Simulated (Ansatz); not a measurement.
Relaxed structures of CH$_{3}$NTe, closed shell (PBE0-D4/def2-TZVP; forces vanish, vibrations not checked; lower isomers may exist, and structures with a doubtful reference or unclear bonds are left out; Å). Ansatz 0.2.0; basis: def2-TZVPP; cores frozen in the correlated methods. Filled d shells of the heavier atoms are correlated. Core potentials replace the inner electrons of the atoms past krypton. The def2 sets are not built for correlating such inner shells, so the correlated values are less sure here.

Q: Rank them by CCSD(T) energy, lowest first, and give each one's height above the lowest. Links in brackets join atoms within 1.22 times the sum of their covalent radii (1.1 for two metals). (Judge from chemistry; the value comes from the calculation.)
A.
a complex of HCN ([C][NH]) + H₂Te
```
6
angstrom
C 0.0390 0.1659 1.2714
N 0.2168 0.6022 2.3338
Te -0.6102 -1.2782 -2.7284
H -0.3201 -0.6464 -1.2243
H -0.0088 0.0879 -3.4451
H 0.3694 0.9767 3.2455
```
B.
CH₃NTe ([CH2]1[NH][Te]1)
```
6
angstrom
C -0.1688 -0.0362 -0.5212
N 0.1838 0.7329 0.5967
Te 1.3813 -1.0359 0.6037
H -1.1187 -0.5629 -0.5522
H 0.2138 0.3228 -1.4703
H -0.4914 0.5794 1.3431
```
C.
CH₃NTe ([NH2][CH][Te])
```
6
angstrom
C 0.1559 0.0225 0.5672
N -0.4146 0.0567 -0.6270
Te 2.0195 -0.5627 0.9728
H -1.3644 0.3653 -0.7557
H 0.1097 -0.2331 -1.4384
H -0.4984 0.3559 1.3702
```
D.
CH₃NTe ([CH][NH][TeH])
```
6
angstrom
C -0.6090 -0.2023 -0.6173
N 0.1951 -0.2372 0.3848
Te 1.8631 -1.4710 0.2959
H -1.4273 0.5006 -0.3689
H 2.4103 -0.9661 1.7860
H 0.1039 0.2823 1.2589
```

A: By the calculation: C (0.00 kcal/mol), B (16.82 kcal/mol), A (30.37 kcal/mol), D (59.33 kcal/mol). Heights count from the lowest.

No T1 diagnostic of these runs exceeds 0.022. The restricted Hartree–Fock reference is unstable towards an unrestricted one at one or more of these structures.

For scale, one of the runs: CCSD(T)/def2-TZVPP, 154 basis functions, launched by `ansatz run in.yaml --threads 2 --pin off --events-out ev --progress --plain --max-ram 4352MiB`. Hardware: 2 CPU threads of an Arm Neoverse V1, shared host. Wall time 40 s; peak host memory 1.2 GiB.
